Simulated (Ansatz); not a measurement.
`[CH3][SnH]([OH])[SH]` + `C=N` → `C=[N][SnH]([CH3])[OH]` + H₂S  (ligand exchange at the Sn–S bond)

Gas-phase electronic energies from Ansatz, PBE0-D4/def2-TZVP geometries. CCSD(T)/CBS is the MP2 limit (def2-TZVPP, def2-QZVPP) plus CCSD(T) − MP2 in def2-TZVPP, frozen cores. This one scheme is used for every species. Functionals use def2-TZVPP. B3LYP here is the variant with VWN-RPA as its local correlation; programs differ in this. Elements past krypton have def2 core potentials. For Sn outer-core shells are correlated without core-valence functions, which leaves a few kJ/mol of doubt a bond. One conformer a species, not always the lowest.

```
         level  ΔE (eV)
      B3LYP-D4     0.72
CCSD/CBS(def2)     0.73
```

(1) What does CCSD(T)/CBS give? (Estimate.)

Largest T1 diagnostic among the species: 0.014.

Answers

(1) The calculation gave: +0.72 eV. The listed levels differ from it by 0.00, 0.01 eV.

In def2-TZVPP, CCSD(T) changes the Hartree–Fock value by −0.10 eV (the triples alone add −0.01 eV) and MP2 by −0.09 eV. From PBE to PBE0 (25 % exact exchange), in def2-TZVPP and without D4, ΔE moves by +0.03 eV.
